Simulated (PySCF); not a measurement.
**Partial charges of C2H8B2**

C₂H₈B₂.
Z-matrix (Å and degrees, PBE0-D3(BJ)/def2-SVP geometry), rows numbered from 1:
```
B 
C   1  1.5533
B   2  1.5730  1  105.19
C   3  1.5616  2  123.53  1   -91.97
H   1  1.2109  2  120.67  3    88.79
H   1  1.2102  2  120.97  3   -88.47
H   2  1.1017  1  110.15  3   116.77
H   2  1.1020  1  110.50  3  -117.53
H   3  1.2145  2  118.30  1    86.97
H   4  1.1056  3  108.55  2  -119.82
H   4  1.1047  3  109.80  2   126.57
H   4  1.0996  3  115.61  2     2.49
```

The species is `BCBC` (C2H8B2).

Density: PBE0/pcSseg-1 (PySCF); schemes: Mulliken, IAO, Hirshfeld and ESP-fitted. One conformer (not necessarily the lowest) at the PBE0-D3(BJ)/def2-SVP geometry, without solvent, vibrations or thermal averaging.

Problem. For which atoms does the sign change between the 4 schemes (beyond +0.03 e in one, beyond −0.03 e in another)?

Solution. H9. Atomic charges aren't observables, and each scheme defines them in its own way.

Problem. Do the Mulliken, IAO, Hirshfeld and ESP-fitted schemes agree on where the charge is lowest?

Solution. The schemes don't all agree: Mulliken C2 (-0.590); IAO C4 (-0.569); Hirshfeld C2 (-0.207); ESP-fitted C4 (-0.649).

Problem. Do the Mulliken, IAO, Hirshfeld and ESP-fitted schemes agree on where the charge is highest?

Solution. All schemes agree: Mulliken B3 (+0.234); IAO B3 (+0.223); Hirshfeld B3 (+0.189); ESP-fitted B3 (+0.561).

Problem. Tabulate the Mulliken, IAO, Hirshfeld and ESP-fitted charges.

Solution. In e:

| atom | environment | Mulliken | IAO | Hirshfeld | ESP-fitted |
| --- | --- | --- | --- | --- | --- |
| B1 | three-coordinate boron | +0.115 | +0.074 | +0.157 | +0.419 |
| C2 | sp3 carbon bound to boron | -0.590 | -0.542 | -0.207 | -0.508 |
| B3 | three-coordinate boron | +0.234 | +0.223 | +0.189 | +0.561 |
| C4 | sp3 carbon bound to boron | -0.515 | -0.569 | -0.190 | -0.649 |
| H5 | B–H hydrogen | +0.004 | +0.005 | -0.062 | -0.152 |
| H6 | B–H hydrogen | +0.009 | +0.007 | -0.061 | -0.158 |
| H7 | methylene hydrogen | +0.159 | +0.171 | +0.050 | +0.105 |
| H8 | methylene hydrogen | +0.148 | +0.161 | +0.046 | +0.117 |
| H9 | B–H hydrogen | +0.032 | -0.002 | -0.065 | -0.185 |
| H10 | methyl hydrogen | +0.140 | +0.169 | +0.053 | +0.152 |
| H11 | methyl hydrogen | +0.138 | +0.165 | +0.050 | +0.155 |
| H12 | methyl hydrogen | +0.126 | +0.140 | +0.039 | +0.144 |

Mean size of the charges over all atoms: ESP-fitted 0.275 e, IAO 0.186 e, Mulliken 0.184 e, Hirshfeld 0.097 e. Each set sums to the total charge, 0, to within 0.001 e. The ESP scheme fits charges at the nuclei, held to the total charge, to the electrostatic potential on points at 1.4 to 2.0 times the van der Waals radii. The Hirshfeld scheme divides the density at each point in proportion to the densities of the neutral, spherically averaged free atoms.

Problem. Sum the charges by element.

Solution. 
```csv
element,atoms,Mulliken,IAO,Hirshfeld,ESP-fitted
B,2,+0.349,+0.297,+0.346,+0.980
C,2,-1.105,-1.111,-0.397,-1.158
H,8,+0.756,+0.814,+0.051,+0.178
```

Problem. How many electrons does the IAO scheme count on C4?

Solution. Z − q = 6 − (-0.569) = 6.569.

Problem. How closely do the schemes follow one another over all atoms?

Solution. Correlation coefficient and root-mean-square difference: Mulliken with IAO 0.99, 0.029 e; Hirshfeld with ESP-fitted 0.99, 0.220 e; Mulliken with Hirshfeld 0.88, 0.163 e; Mulliken with ESP-fitted 0.88, 0.165 e; IAO with ESP-fitted 0.87, 0.166 e; IAO with Hirshfeld 0.86, 0.169 e.

These values come from a run that also computed NMR shieldings. Time: 5.1 s of wall time. Hardware: Arm Neoverse V2, one thread, on a shared host.
